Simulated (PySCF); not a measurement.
# From computed data to an observable: chemical shift, span and skew from a shielding tensor

Si(Cl)2(GeH3)(OH) (Cl₂GeH₄OSi), SMILES Cl[Si](O)([GeH3])Cl. Atoms are numbered in the order given.

```xyz
9

O      0.7741     1.9558     0.0000
Si     0.5357     0.3217     0.0000
Cl     1.4387    -0.5308    -1.6697
Cl     1.4387    -0.5308     1.6697
Ge    -1.7941    -0.1165     0.0000
H      1.6815     2.2891     0.0000
H     -2.4391     0.4893     1.2600
H     -2.0020    -1.6418     0.0000
H     -2.4391     0.4893    -1.2600
```

Geometry optimised at B3LYP-D3(BJ)/def2-SVP. The values are those of a single conformer.

GIAO shieldings from PBE/pcSseg-1 run with PySCF, non-relativistic, no solvent. The symmetric part of the tensor of Si2 has the principal values 288.6, 317.0, 330.4 ppm. The same nucleus in TMS has σ = 335.4 ppm at this level (PySCF, at its B3LYP-D3(BJ)/def2-TZVP geometry). Without spin–orbit terms, shifts of atoms bonded to Cl or Br come out too high.

Question: Work out the isotropic shielding, the ²⁹Si shift against TMS, the span and the skew.

Answer: 
σ(iso) = (σ11 + σ22 + σ33)/3 = 312.0 ppm. δ = σ(ref) − σ(iso) = 335.4 − (312.0) = 23.4 ppm.
Span Ω = σ33 − σ11 = 41.8 ppm. Skew κ = 3(σ(iso) − σ22)/Ω = -0.36. Tumbling in solution averages the tensor to δ; in a static solid the shielding alone would spread this spin-1/2 line over Ω.
